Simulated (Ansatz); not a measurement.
## Energy profile

The step: SiH₃I ([SiH3][I]) + GeH₃ → GeSiH₆ ([SiH3][GeH3]) + I; bonds formed: Si2–Ge3; bonds broken: I1–Si2 (atoms numbered as in the saddle structure below).

```xyz
9
angstrom
I -2.5242 0.0475 0.4764
Si -0.2916 0.8701 -0.8454
Ge 0.5599 -0.8930 0.8442
H 0.9955 0.3965 -1.4834
H -1.1547 1.0108 -2.0409
H -0.0198 2.1708 -0.1937
H 2.0513 -0.5029 0.7743
H 0.0659 -0.8492 2.2917
H 0.3175 -2.2506 0.1768
```

Electronic energies by CCSD(T) at an estimated basis limit (MP2 extrapolated from triple and quadruple zeta, plus CCSD(T) − MP2 in triple zeta), on PBE0-D4/def2-TZVP structures; GeSiH6I, doublet; no counterpoise correction; spin–orbit coupling, which lowers free halogen atoms and radicals such as OH and SH, is left out. Computed with Ansatz 0.2.0 (basis: def2-TZVPP and def2-QZVPP); correlated methods freeze the cores; orbitals are unrestricted. Filled d shells of the heavier atoms are correlated. Core potentials replace the inner electrons of the atoms past krypton. The def2 sets are not built for correlating such inner shells, so the correlated values are less sure here. Extrapolation: Hartree–Fock as exp(−7.88 √X), correlation as X^−2.97.

Question: Give the profile in kcal/mol, counted from the separated reactants. (An estimate is asked for; the value comes from the calculation.)

Answer: The calculation gives:
```
                                                                                                  point  kcal/mol
 separated: SiH3I (linked as [SiH3][I]; I1, Si2, H4, H5, H6; singlet) + GeH3 (Ge3, H7, H8, H9; doublet)      0.00
                                                                                        start structure     -2.10
                                                                                                 saddle     11.89
                                                                                          end structure      4.40
separated: I (I1; doublet) + GeSiH6 (linked as [SiH3][GeH3]; Si2, Ge3, H4, H5, H6, H7, H8, H9; singlet)      6.51
```

No T1 diagnostic of these runs exceeds 0.014. ⟨S²⟩ of the unrestricted Hartree–Fock references: 0.75 to 0.79 (a pure state has 0.75).

For scale, one of the runs: CCSD(T)/def2-TZVPP, 224 basis functions, launched by `ansatz run in.yaml --threads 4 --pin off --events-out ev --progress --plain --max-ram 41984MiB --backend cuda --devices 0, --max-vram 37GiB`. The run took 8 s on 4 CPU threads of an AMD EPYC 7R13 and a share of one NVIDIA H100 (shared host), with 0.84 GiB of host memory at its peak.
